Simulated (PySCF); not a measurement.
These are PySCF with ωB97X-D3(BJ)/def2-TZVP // PBE0-D3(BJ)/def2-SVP values and carry that method's errors. Gas-phase values, no solvent. One relaxed conformer stands for a flexible species; it need not be the lowest. Delta-SCF ions had no search for a lower state. Excitations are Tamm–Dancoff values on a coarser integration grid. The basis has no diffuse functions, so Rydberg states are missing or too high.

Reference species (SMILES): `[GeH3][GeH3]` (neutral, multiplicity 1).

```json
{
 "hole reorganisation energy (four-point)": "2.130 eV",
 "vertical ionisation energy (Delta-SCF)": "10.43 eV",
 "S1–T1 gap (TDA)": "1.05 eV",
 "brightest of the four lowest singlets (TDA)": "8.29 eV"
}
```

Changed species: `[GeH3][GeH2][GeH2][GeH2][GeH2][GeH3]` (n = 6; the reference has n = 2).

Task: Predict the effect on the hole reorganisation energy (four-point), vertical ionisation energy (Delta-SCF), S1–T1 gap (TDA) and brightest of the four lowest singlets (TDA).

Result: the hole reorganisation energy (four-point) falls by 0.890 eV, to 1.240 eV; the vertical ionisation energy (Delta-SCF) falls by 1.59 eV, to 8.84 eV; the S1–T1 gap (TDA) falls by 0.19 eV, to 0.86 eV; the brightest of the four lowest singlets (TDA) decreases by 2.14 eV, to 6.15 eV.
